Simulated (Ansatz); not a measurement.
Basis-set series for `O[CH2][ZnH]`. Charge 0, multiplicity 1. Geometry: relaxed with PBE0-D4/def2-TZVP. It is one conformer, not always the lowest.

| atom | x (Å) | y (Å) | z (Å) |
| --- | --- | --- | --- |
| O1 | -1.1661 | 0.7225 | 0.6250 |
| C2 | -0.0285 | -0.1498 | 0.6031 |
| Zn3 | 0.9772 | -0.0539 | -1.0940 |
| H4 | -1.8217 | 0.3783 | 0.0161 |
| H5 | -0.3133 | -1.1727 | 0.8824 |
| H6 | 0.6238 | 0.2021 | 1.4078 |
| H7 | 1.7286 | 0.0735 | -2.4405 |

| functional | basis | functions | energy (Eh) | HOMO (eV) | LUMO (eV) |
| --- | --- | --- | --- | --- | --- |
| PBE0-D4 | def2-TZVPP | 182 | -1894.75861 | -6.49 | -0.69 |
| PBE0-D4 | def2-QZVPP | 334 | -1894.80889 | -6.53 | -0.78 |
| ωB97M-V | def2-TZVPP | 182 | -1894.98826 | -8.75 | 0.65 |
| ωB97M-V | def2-QZVPP | 334 | -1895.03730 | -8.79 | 0.37 |

(1) Give the rows for def2-SVP. (Estimate.)

## Answers

(1) Computed: 
| functional | basis | functions | energy (Eh) | HOMO (eV) | LUMO (eV) |
| --- | --- | --- | --- | --- | --- |
| PBE0-D4 | def2-SVP | 79 | -1894.35874 | -6.20 | 0.59 |
| ωB97M-V | def2-SVP | 79 | -1894.58378 | -8.43 | 1.90 |

Positive LUMOs are unbound and depend on the basis. Scalar relativity is left out up to krypton.
